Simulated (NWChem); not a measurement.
Species: C3H4ClFSi; SMILES FC1=CC[Si@@H]1Cl

```xyz
10

F     -1.5413     1.9826    -0.0433
C     -0.4084     1.2751    -0.0184
C      0.8158     1.6677    -0.4211
C      1.7464     0.4747    -0.1922
Si     0.2239    -0.3651     0.5954
Cl    -0.4845    -2.1159    -0.2793
H      1.1109     2.6404    -0.8141
H      2.1174     0.0185    -1.1159
H      2.5978     0.6848     0.4650
H      0.2248    -0.6097     2.0585
```
Atoms are numbered in this order, from 1.

Computed with NWChem. Coordinates come from a B3LYP/6-31G* (spherical d) optimisation.

Problem. Order these by “highest occupied level (eV)”, lowest first: LDA (Slater exchange, VWN5)/def2-TZVP; B3LYP/def2-TZVP; CAM-B3LYP/def2-TZVP; BLYP/def2-TZVP.

Solution. CAM-B3LYP/def2-TZVP (-9.11), B3LYP/def2-TZVP (-7.56), LDA (Slater exchange, VWN5)/def2-TZVP (-6.78), BLYP/def2-TZVP (-6.44)
